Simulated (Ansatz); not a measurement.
```yaml
crystal:
  periodic: [false, false, false]
  atoms:
    - {symbol: F, position_ang: [-2.098743, -1.279574, 0.590377]}
    - {symbol: Ge, position_ang: [-0.903599, -0.000264, 0.496663]}
    - {symbol: Si, position_ang: [1.074659, -1.080471, 1.306776]}
    - {symbol: B, position_ang: [-1.218420, 1.466843, -0.779727]}
    - {symbol: C, position_ang: [0.005552, 1.025530, -1.432548]}
    - {symbol: H, position_ang: [0.852686, -1.416367, 2.735259]}
    - {symbol: H, position_ang: [2.217458, -0.140971, 1.179695]}
    - {symbol: H, position_ang: [1.327194, -2.317400, 0.527165]}
    - {symbol: H, position_ang: [-2.237601, 1.948550, -1.147407]}
    - {symbol: H, position_ang: [0.933485, 0.731780, -0.938336]}
    - {symbol: H, position_ang: [0.112528, 1.005444, -2.517417]}
basis:
  gaussian: {orbitals: def2-SVP, final_grid: {core_spheres: 1, valence_spheres: 1, degree: 1}}
hamiltonian: {xc: {name: PBE}}
scf: {lower_state_search: light}
output: {forces: true}
```

```sh
$ ansatz run in.yaml --threads 4 --pin off --events-out ev --progress --plain --max-ram 10444MiB
```

Shortened log:

```
Functional definition: PBE
1355 factors; their error is unknown
mean field evaluation 1: about -68879.6375 eV, gradient 7.0e1 eV
mean field evaluation 2: about -68802.1181 eV, gradient 1.6e2 eV
mean field evaluation 4: about -68889.6532 eV, gradient 3.2e1 eV
mean field evaluation 8: about -68892.2045 eV, gradient 1.7e-1 eV
mean field evaluation 32: about -69013.3603 eV, gradient 8.0e-1 eV
a density is far from that of the atoms, so the factors are made again for it
1391 factors; integrals over basis functions are off by at most 1.5e-3 eV
mean field -69013.55682086 eV, -2536.2014340975 hartree, gradient 3.3e-5 eV, S^2 0.000000; 0 other end points of the search recorded, 0 dependent functions left out
reference -69013.55699894 eV, -2536.2014406419 hartree; 36, 36 occupied and 86, 86 virtual orbitals, 1391 factors
Total energy: -69013.55699894 eV, -2536.2014406419 hartree
Atom 0 at    -2.098743    -1.279574     0.590377 Å, force    -1.138171     1.102283    -0.285286 eV/Å
Atom 1 at    -0.903599    -0.000264     0.496663 Å, force   -53.661401  -113.181358    99.114165 eV/Å
Atom 2 at     1.074659    -1.080471     1.306776 Å, force    25.191425    41.295191   -17.848513 eV/Å
Atom 3 at    -1.218420     1.466843    -0.779727 Å, force    50.014814    67.092863   -81.830293 eV/Å
Atom 4 at     0.005552     1.025530    -1.432548 Å, force    -6.413043     8.712781    11.288993 eV/Å
Atom 5 at     0.852686    -1.416367     2.735259 Å, force    -0.296148    -6.049543    -6.980096 eV/Å
Atom 6 at     2.217458    -0.140971     1.179695 Å, force    -3.008386    -9.182506    -7.255907 eV/Å
Atom 7 at     1.327194    -2.317400     0.527165 Å, force    -2.639225     9.164749     2.698797 eV/Å
Atom 8 at    -2.237601     1.948550    -1.147407 Å, force    -2.468408     4.476634    -2.040217 eV/Å
Atom 9 at     0.933485     0.731780    -0.938336 Å, force    -4.246172    -0.167588     2.594041 eV/Å
Atom 10 at     0.112528     1.005444    -2.517417 Å, force    -1.335284    -3.263507     0.544315 eV/Å
Dipole moment:    -0.132959     0.811926    -0.729916 e Å
```

**Question.** What is wrong with this run?

**Answer.** The integration grid is far too coarse. The calculation finished and met its thresholds. The result belongs to that input, not to the molecule as meant.
